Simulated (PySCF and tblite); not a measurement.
The numbers below are computed, except where a source is named.
C₇H₆O₃, numbered as in [CH3:1][C:2](=[O:3])[c:4]1[cH:5][cH:6][c:7](=[O:8])[o:9][cH:10]1.

Search: ETKDG, MMFF94s, GFN2-xTB, 60 starts; geometries at GFN2-xTB. Weights use PBE0-D3(BJ)/pcSseg-1 (IEF-PCM, tetrahydrofuran) energies plus GFN2-xTB zero-point and thermal terms (modes under about 100 cm⁻¹ blended into free rotors). Symmetry numbers and mirror images are counted. Conformers within 2.5 kcal/mol (GFN2-xTB free energy) were kept, 3 at most. GIAO shieldings: PBE0/pcSseg-1 (IEF-PCM, tetrahydrofuran). Shifts are against TMS (¹H), TMS (¹³C) at the same level. Programs: PySCF with density fitting and tblite.

Torsions listed: O3–C2–C4–C5.

| conformer | shape | symmetry | E(GFN2) kcal/mol | E(DFT) kcal/mol |
| --- | --- | --- | --- | --- |
| 1 | 0° | Cs | 0.54 | 0.00 |
| 2 | 180° | Cs | 0.00 | 0.87 |

How much do the weights at 298.15 K and the averaged shift of H5 depend on how the conformers are weighted?


| weighting | 1 (%) | 2 (%) | δ (ppm) | rms dipole (D) |
| --- | --- | --- | --- | --- |
| DFT energy with thermal terms, symmetry and mirror images (full scheme) | 83 | 17 | 8.43 | 4.28 |
| DFT energy with symmetry and mirror images | 81 | 19 | 8.43 | 4.30 |
| bare DFT energy | 81 | 19 | 8.43 | 4.30 |
| GFN2-xTB energy with symmetry and mirror images | 29 | 71 | 8.32 | 5.04 |
| GFN2-xTB free energy | 31 | 69 | 8.32 | 5.01 |
| leading conformer alone | 100 | 0 | 8.46 | 4.01 |
| equal weights | 50 | 50 | 8.36 | 4.75 |

The largest departure from the full scheme, 0.11 ppm, comes with: GFN2-xTB energy with symmetry and mirror images.


Conformer gaps in pcSseg-1 on xTB geometries can be 2 kcal/mol off for S=O, P=O and other polar bonds.